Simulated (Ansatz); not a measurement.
A series at Ga: from `[OH][Ga]([OH])[OH]`, ligands are replaced one by one, each step taking up NH₃ and setting free H₂O; n counts the steps. Ansatz, PBE0-D4/def2-TZVP geometries. Each molecule was computed in one conformer, which needn't be the lowest.

| n | molecule | HOMO energy, ωB97M-V/def2-TZVPP (eV) |
| --- | --- | --- |
| 0 | `[OH][Ga]([OH])[OH]` | ? |
| 1 | `[NH2][Ga]([OH])[OH]` | -9.99 |
| 2 | `[NH2][Ga]([NH2])[OH]` | -9.47 |
| 3 | `[NH2][Ga]([NH2])[NH2]` | -9.16 |

Q: By hand: fit a straight line y = ȳ + b (n − n̄) to the 3 given rows and predict n = 0.

A: n̄ = 2.000, ȳ = -9.540; Σ(n − n̄)(y − ȳ) = 0.830, Σ(n − n̄)² = 2.000, so b = 0.415 eV a step. Prediction: -9.540 + (0.415) × (-2.000) = -10.37 eV.

Q: By hand: compare with the computed value, -11.45 eV, and give the steps along the whole series.

A: The line misses by -1.08 eV (computed minus predicted). Steps: 1.46, 0.52, 0.31 eV.

One step carries most of the change, so a line is a poor guide. The highest orbital can change its character along such a series. The miss is 47.2 % of the series' range.
